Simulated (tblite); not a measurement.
Compound: BH7N2Si.
Atom-mapped SMILES: `[BH2:1][NH:2][SiH2:3][NH2:4]` (hydrogens: H5, H6 on B1; H7 on N2; H8, H9 on Si3; H10, H11 on N4)

Computed with GFN2-xTB (tblite), gas phase: L-BFGS steps from a force-field or distance-geometry start until the largest atomic force falls under 0.01 eV/Å.

Step 37: E = -338.6238 eV
```
atom  x, y, z in Å  |  force x, y, z in eV/Å
B1      2.0828    0.0904   -0.2757   -0.044  -0.083   0.019
N2      0.7663    0.3039    0.1118    0.006   0.022  -0.001
Si3    -0.6644   -0.6676   -0.1008   -0.026   0.008  -0.022
N4     -1.9239    0.4886    0.1363   -0.017  -0.011   0.020
H5      2.9143    0.8528    0.0377    0.049   0.058  -0.007
H6      2.3288   -0.8618   -0.9090    0.022  -0.029  -0.021
H7      0.5889    1.1323    0.6594    0.020   0.061   0.056
H8     -0.7924   -1.6590    0.9758   -0.026   0.037  -0.050
H9     -0.6052   -1.3013   -1.4225    0.006   0.001   0.004
H10    -2.8774    0.1944    0.0095   -0.002  -0.015   0.037
H11    -1.8125    1.4299   -0.2084    0.011  -0.050  -0.034
```

Step 38: E = -338.6246 eV
```
atom  x, y, z in Å  |  force x, y, z in eV/Å
B1      2.0860    0.0877   -0.2725   -0.028  -0.034   0.008
N2      0.7690    0.3035    0.1095   -0.062   0.022   0.028
Si3    -0.6644   -0.6666   -0.1008   -0.011   0.050  -0.016
N4     -1.9239    0.4900    0.1396    0.006   0.006   0.008
H5      2.9159    0.8521    0.0431    0.044   0.036  -0.010
H6      2.3298   -0.8602   -0.9108    0.039  -0.057  -0.027
H7      0.5901    1.1314    0.6581    0.029   0.053   0.050
H8     -0.7919   -1.6580    0.9739   -0.027   0.025  -0.036
H9     -0.6101   -1.2956   -1.4231    0.012  -0.017  -0.021
H10    -2.8769    0.1923    0.0191   -0.018  -0.027   0.039
H11    -1.8181    1.4261   -0.2220    0.018  -0.058  -0.023
```

**Question.** Estimate the geometry and energy of step 39. (The exact step hangs on the optimiser's Hessian estimate; all steps are aligned on step 38, rigid shifts and turns removed.)

**Answer.** E = -338.6257 eV, largest force 0.114 eV/Å
```
atom  x, y, z in Å  |  force x, y, z in eV/Å
B1      2.0890    0.0834   -0.2682   -0.019   0.023  -0.012
N2      0.7716    0.3035    0.1094   -0.101   0.015   0.050
Si3    -0.6645   -0.6641   -0.1012    0.010   0.078  -0.012
N4     -1.9244    0.4919    0.1432    0.001   0.010  -0.003
H5      2.9171    0.8527    0.0454    0.035   0.001  -0.011
H6      2.3314   -0.8606   -0.9121    0.045  -0.066  -0.017
H7      0.5933    1.1306    0.6602    0.034   0.039   0.035
H8     -0.7908   -1.6562    0.9710   -0.032   0.008  -0.018
H9     -0.6154   -1.2882   -1.4247    0.019  -0.030  -0.041
H10    -2.8768    0.1889    0.0295   -0.015  -0.030   0.045
H11    -1.8250    1.4209   -0.2383    0.022  -0.050  -0.015
```

The energy changes by -0.0011 eV. The first-order estimate −F·Δx gives -0.0014 eV and the mean of the old and new forces, exact on a quadratic surface, -0.0011 eV. The step makes an angle of 73° with the force vector and moves no atom by more than 0.018 Å.

The cost below is that of the whole relaxation. The run took 0.39 s wall on an Arm Neoverse N1 with one thread, shared host with 64 logical CPUs at a one-minute load of 61.
